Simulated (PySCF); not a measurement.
Deuteron quadrupole couplings in `N#CCCPC1CCCC1`

Species: C₈H₁₄NP.
Structure used (GFN2-xTB), in Å, numbered top down from 1:
```xyz
24
C8H14NP angstrom
N      5.268    1.432   -0.708
C      4.487    0.788   -0.178
C      3.476   -0.013    0.463
C      2.099    0.288   -0.138
P      0.781   -0.737    0.699
C     -0.630   -0.337   -0.453
C     -1.782   -1.338   -0.294
C     -3.010   -0.528   -0.693
C     -2.759    0.821   -0.022
C     -1.245    1.045   -0.146
H      3.728   -1.069    0.329
H      3.477    0.206    1.535
H      2.103    0.097   -1.216
H      1.851    1.342    0.019
H      1.130   -1.933    0.049
H     -0.265   -0.364   -1.486
H     -1.641   -2.230   -0.903
H     -1.866   -1.646    0.751
H     -3.943   -0.987   -0.369
H     -3.039   -0.410   -1.778
H     -3.331    1.626   -0.481
H     -3.043    0.760    1.029
H     -1.018    1.748   -0.948
H     -0.839    1.458    0.780
```

Level: PBE0/pcSseg-1 (PySCF, non-relativistic); Q(2H) = 0.00286 b; rigid geometry, the same for H and D, with no vibrational averaging.

Task: Rank these positions by the coupling χzz of a deuteron there, largest first.
A. H18 (methylene hydrogen)
B. H12 (methylene hydrogen)
C. H22 (methylene hydrogen)
D. H19 (methylene hydrogen)
E. H15 (P–H hydrogen)

Result: D (210 kHz), C (206 kHz), A (202 kHz), B (197 kHz), E (128 kHz).

Task: Give the electric field gradient Vzz (the principal value of largest size), its asymmetry and the 2H coupling at each hydrogen.

Result: 
```csv
atom,bonded to,bond length (Å),Vzz (au),η,χzz (kHz)
H11,C3,1.095,0.2937,0.04,197
H12,C3,1.094,0.2938,0.03,197
H13,C4,1.094,0.2995,0.04,201
H14,C4,1.094,0.2988,0.03,201
H15,P5,1.405,0.1901,0.09,128
H16,C6,1.096,0.2976,0.01,200
H17,C7,1.089,0.3113,0.01,209
H18,C7,1.093,0.2999,0.02,202
H19,C8,1.089,0.3126,0.00,210
H20,C8,1.092,0.3053,0.00,205
H21,C9,1.089,0.3121,0.01,210
H22,C9,1.090,0.3063,0.01,206
H23,C10,1.090,0.3080,0.02,207
H24,C10,1.093,0.3016,0.04,203
```

Task: Average by the element that carries the hydrogen.

Result: on C: 204 kHz over 13 positions, mean bond length 1.092 Å; on P: 128 kHz over 1 position, mean bond length 1.405 Å.

Task: A static deuteron (I = 1) shows a doublet split by (3/2)χ, (3/4)χ(1 + η) and (3/4)χ(1 − η) with the field along z, y and x of the gradient. What are these for H16?

Result: With |χ| = 200.0 kHz and η = 0.006: 300, 151 and 149 kHz, to first order and without motion.

The structure is a single GFN2-xTB conformer in the gas phase; no vibrational or solvent corrections. GFN2-xTB bond lengths can be off by several hundredths of an ångström, more for odd bonds, and the gradients follow them. These gradients aren't converged with respect to the basis.
